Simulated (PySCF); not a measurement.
# B: excitation energy

B [He] 2s2 2p1 (2P) → B [He] 2s1 2p2 (4P), as a difference of total energies. Computed with PySCF 2.14 in aug-cc-pVTZ with one added diffuse shell each of s, p, d, f type (6s5p4d3f, 62 functions), with the non-relativistic Hamiltonian (point nucleus). Correlated levels: valence: 1s2 frozen. The calculations carry no spin-orbit coupling.

| method | excitation energy (cm⁻¹) |
| --- | --- |
| UHF | 17735 |
| LDA | 26567 |
| PBE | 26493 |
| PBE0 | 26053 |
| r2SCAN | 23749 |
| wB97M-V | 29456 |
| M06-2X | 30688 |
| wB97X | 26505 |
| B2PLYP | 28881 |
| MP2 (valence) | 24999 |
| SCS-MP2 (valence) | 27991 |
